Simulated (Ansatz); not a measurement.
The molecule MgCl-, closed-shell singlet (lowest of 2S+1 = 1, 3 at CCSD(T)/def2-TZVPP on PBE0 minima; our sources give no spin for the ground state, which may be another).

Seven points along R, fitted to fifth degree in 1/R; most abundant isotopes. Runs in def2 and cc sets follow the lowest solution found near the PBE0 minimum. The singlet is held restricted. HF and MP2 rows in def2 and cc sets belong to the determinant that coupled cluster picked by its CCSD energy.

Programs: Ansatz (an electronic-structure program) with Gaussian orbitals. Each number belongs to the level named beside it.

Energies at HF/def2-QZVPP:

| R (Å) | E (hartree) |
|---|---|
| 2.223344 | -659.22919592 |
| 2.283111 | -659.23121471 |
| 2.338097 | -659.23215926 |
| 2.400255 | -659.23242279 |
| 2.462413 | -659.23204496 |
| 2.534134 | -659.23103696 |
| 2.617808 | -659.22934162 |

### Question
With a reduced mass of 14.2269 u, find the minimum, the force constant and the constants.

### Answer
A fifth-degree polynomial in 1/R puts the minimum at r_e = 2.3917 Å with force constant 75.0 N/m. Then ω_e = (1/2πc)√(k/μ) = 299 cm⁻¹ and B_e = h/(8π²cμr_e²) = 0.2071 cm⁻¹; the cubic and quartic terms give α_e = 0.0025 and ω_e x_e = 3.0 cm⁻¹.

Doubts at one or more of the structures used: a restricted determinant that unrestricted orbitals would lower (HF/def2-QZVPP).
